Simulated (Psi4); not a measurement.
Cr, multiplicity 9 (another spin typed on purpose, not shown lowest); HF/def2-SVP in Psi4.

Psi4 was given this input:
```
memory 2 GB

molecule mol {
0 9
Cr    0.000000    0.000000    0.000000
}

set {
  basis def2-svp
  reference uhf
}

energy('scf')
print_variables()
```

The log (banner, timings and long lists left out):

```
   => Loading Basis Set <=

    Name: DEF2-SVP
    Role: ORBITAL
    Keyword: BASIS

         ---------------------------------------------------------
                                   SCF
               by Justin Turney, Rob Parrish, Andy Simmonett
                          and Daniel G. A. Smith
                              UHF Reference
         ---------------------------------------------------------

  ==> Geometry <==

    Molecular point group: d2h
    Geometry (in Angstrom), charge = 0, multiplicity = 9:

       Center              X                  Y                   Z               Mass
    ------------   -----------------  -----------------  -----------------  -----------------
         CR           0.000000000000     0.000000000000     0.000000000000    51.940506230000

  Running in d2h symmetry.

  Rotational constants: A = ************  B = ************  C = ************ [cm^-1]
  Rotational constants: A = ************  B = ************  C = ************ [MHz]
  Nuclear repulsion =    0.000000000000000

  Charge       = 0
  Multiplicity = 9
  Electrons    = 24
  Nalpha       = 16
  Nbeta        = 8

  ==> Algorithm <==

  SCF Algorithm Type is DF.
  DIIS enabled.
  MOM disabled.
  Fractional occupation disabled.
  Guess Type is CORE.
  Energy threshold   = 1.00e-06
  Density threshold  = 1.00e-06
  Integral threshold = 1.00e-12

  ==> Primary Basis <==

  Basis Set: DEF2-SVP
    Blend: DEF2-SVP
    Number of shells: 11
    Number of basis functions: 31
    Number of Cartesian functions: 36
    Spherical Harmonics?: true
    Max angular momentum: 3

   => Loading Basis Set <=

    Name: (DEF2-SVP AUX)
    Role: JKFIT
    Keyword: DF_BASIS_SCF

  ==> Integral Setup <==

  SCF_SUBTYPE=INCORE selected. In-core MEM_DF algorithm will be used.
  Using in-core AOs.

  ==> MemDFJK: Density-Fitted J/K Matrices <==

    J tasked:                   Yes
    K tasked:                   Yes
    wK tasked:                   No
    Algorithm:                 Core
    Schwarz Cutoff:           1E-12
    Mask sparsity (%):       0.0000
    Fitting Condition:        1E-10

   => Auxiliary Basis Set <=

  Basis Set: (DEF2-SVP AUX)
    Blend: DEF2-UNIVERSAL-JKFIT
    Number of shells: 58
    Number of basis functions: 264
    Number of Cartesian functions: 377
    Spherical Harmonics?: true
    Max angular momentum: 6

  Minimum eigenvalue in the overlap matrix is 1.2157773840E-01.
  Reciprocal condition number of the overlap matrix is 5.7994372938E-02.
    Using symmetric orthogonalization.

  ==> Pre-Iterations <==

  SCF Guess: Core (One-Electron) Hamiltonian.

   -------------------------------------------------------
    Irrep   Nso     Nmo     Nalpha   Nbeta   Ndocc  Nsocc
   -------------------------------------------------------
     Ag         9       9       5       3       3       2
     B1g        2       2       1       0       0       1
     B2g        2       2       1       0       0       1
     B3g        2       2       1       0       0       1
     Au         1       1       0       0       0       0
     B1u        5       5       2       1       1       1
     B2u        5       5       3       2       2       1
     B3u        5       5       3       2       2       1
   -------------------------------------------------------
    Total      31      31      16       8       8       8
   -------------------------------------------------------

  ==> Iterations <==

                           Total Energy        Delta E     RMS |[F,P]|

    Occupation by irrep:
             Ag   B1g   B2g   B3g    Au   B1u   B2u   B3u
    DOCC [     3,    0,    0,    0,    0,    1,    2,    2 ]
    SOCC [     4,    1,    1,    1,    0,    1,    0,    0 ]
    NA   [     7,    1,    1,    1,    0,    2,    2,    2 ]
    NB   [     3,    0,    0,    0,    0,    1,    2,    2 ]

   @DF-UHF iter   1: -1033.80695563397603   -1.03381e+03   1.82510e-01 ADIIS
   @DF-UHF iter   2: -1041.15562762438367   -7.34867e+00   7.63754e-02 DIIS/ADIIS
   @DF-UHF iter   3: -1041.62253395093239   -4.66906e-01   1.04781e-02 DIIS/ADIIS
   @DF-UHF iter   4: -1041.63054188423143   -8.00793e-03   9.54150e-04 DIIS/ADIIS
   @DF-UHF iter   5: -1041.63061854742364   -7.66632e-05   1.12860e-04 DIIS/ADIIS
   @DF-UHF iter   6: -1041.63062060906259   -2.06164e-06   2.01457e-05 DIIS
   @DF-UHF iter   7: -1041.63062069051534   -8.14528e-08   2.59355e-06 DIIS
   @DF-UHF iter   8: -1041.63062069137140   -8.56062e-10   4.27668e-07 DIIS
  Energy and wave function converged.

  ==> Post-Iterations <==

   @Spin Contamination Metric:   5.336851002E-04
   @S^2 Expected:                2.000000000E+01
   @S^2 Observed:                2.000053369E+01
   @S   Expected:                4.000000000E+00
   @S   Observed:                4.000000000E+00

    Orbital Energies [Eh]
    ---------------------

    Alpha Occupied:

       1Ag  -220.970671     2Ag   -26.755676     1B1u  -22.745044
       1B3u  -22.687175     1B2u  -22.687175     3Ag    -3.914067
       2B1u   -2.790546     2B2u   -2.666321     2B3u   -2.666321
       4Ag    -0.833865     1B3g   -0.809647     1B2g   -0.809647
       5Ag    -0.728501     1B1g   -0.728501     6Ag    -0.369133
       7Ag    -0.065678

    Alpha Virtual:

       3B1u    0.008211     3B2u    0.026013     3B3u    0.026013
       8Ag     0.535098     2B3g    0.542245     2B2g    0.542245
       9Ag     0.567076     2B1g    0.567076     4B1u    2.954994
       4B3u    2.964561     4B2u    2.964561     1Au     2.993507
       5B1u    2.993507     5B2u    3.042781     5B3u    3.042781

    Beta Occupied:

       1Ag  -220.936618     2Ag   -26.606973     1B2u  -22.555073
       1B3u  -22.555073     1B1u  -22.518415     3Ag    -3.298325
       2B3u   -2.140341     2B2u   -2.140341

    Beta Virtual:

       2B1u   -1.289971     4Ag    -0.051607     5Ag     0.107408
       3B3u    0.130781     3B2u    0.130781     3B1u    0.136668
       1B1g    0.157753     6Ag     0.157753     1B2g    0.186238
       1B3g    0.186238     7Ag     0.197645     2B1g    0.780596
       8Ag     0.780596     2B2g    0.798529     2B3g    0.798529
       9Ag     0.806564     4B1u    3.271397     4B3u    3.274374
       4B2u    3.274374     1Au     3.283208     5B1u    3.283208
       5B3u    3.297605     5B2u    3.297605

    Final Occupation by Irrep:
             Ag   B1g   B2g   B3g    Au   B1u   B2u   B3u
    DOCC [     3,    0,    0,    0,    0,    1,    2,    2 ]
    SOCC [     4,    1,    1,    1,    0,    1,    0,    0 ]
    NA   [     7,    1,    1,    1,    0,    2,    2,    2 ]
    NB   [     3,    0,    0,    0,    0,    1,    2,    2 ]

  @DF-UHF Final Energy: -1041.63062069137140

   => Energetics <=

    Nuclear Repulsion Energy =              0.0000000000000000
    One-Electron Energy =               -1428.2820422237141429
    Two-Electron Energy =                 386.6514215323428516
    Total Energy =                      -1041.6306206913714050

  UHF NO Occupations:
  HONO-2 :    1B3g 1.0000000
  HONO-1 :    2B1u 1.0000000
  HONO-0 :    7 Ag 1.0000000
  LUNO+0 :    8 Ag 0.0001143
  LUNO+1 :    3B2u 0.0000760
  LUNO+2 :    3B3u 0.0000760
  LUNO+3 :    4B3u 0.0000002

Computation Completed

Properties will be evaluated at   0.000000,   0.000000,   0.000000 [a0]

Properties computed using the SCF density matrix

 Multipole Moments:

 ------------------------------------------------------------------------------------
     Multipole            Electronic (a.u.)      Nuclear  (a.u.)        Total (a.u.)
 ------------------------------------------------------------------------------------

 L = 1.  Multiply by 2.5417464519 to convert [e a0] to [Debye]
 Dipole X            :          0.0000000            0.0000000            0.0000000
 Dipole Y            :          0.0000000            0.0000000            0.0000000
 Dipole Z            :          0.0000000            0.0000000            0.0000000
 Magnitude           :                                                    0.0000000

 ------------------------------------------------------------------------------------

  Variable Map:
  ----------------------------------------------------------------------------
  "CURRENT ENERGY"           =>   -1041.630620691371
  "CURRENT REFERENCE ENERGY" =>   -1041.630620691371
  "DD SOLVATION ENERGY"      =>       0.000000000000
  "HF KINETIC ENERGY"        =>    1039.734640836935
  "HF POTENTIAL ENERGY"      =>   -2081.365261528306
  "HF TOTAL ENERGY"          =>   -1041.630620691371
  "HF VIRIAL RATIO"          =>       2.001823522830
  "NUCLEAR REPULSION ENERGY" =>       0.000000000000
  "ONE-ELECTRON ENERGY"      =>   -1428.282042223714
  "PCM POLARIZATION ENERGY"  =>       0.000000000000
  "PE ENERGY"                =>       0.000000000000
  "SCF ITERATION ENERGY"     =>   -1041.630620691371
  "SCF ITERATIONS"           =>       8.000000000000
  "SCF TOTAL ENERGY"         =>   -1041.630620691371
  "TWO-ELECTRON ENERGY"      =>     386.651421532343

  Array Variable Map:
  ----------------------------------------------------------------------------
  "CURRENT DIPOLE"           =>       0.000000000000 ... 0.000000000000 1 by 3
  "SCF DIPOLE"               =>       0.000000000000 ... 0.000000000000 1 by 3
  "SCF TOTAL ENERGIES"       =>   -1033.806955633976 ... -1041.630620691371 1 by 8
```
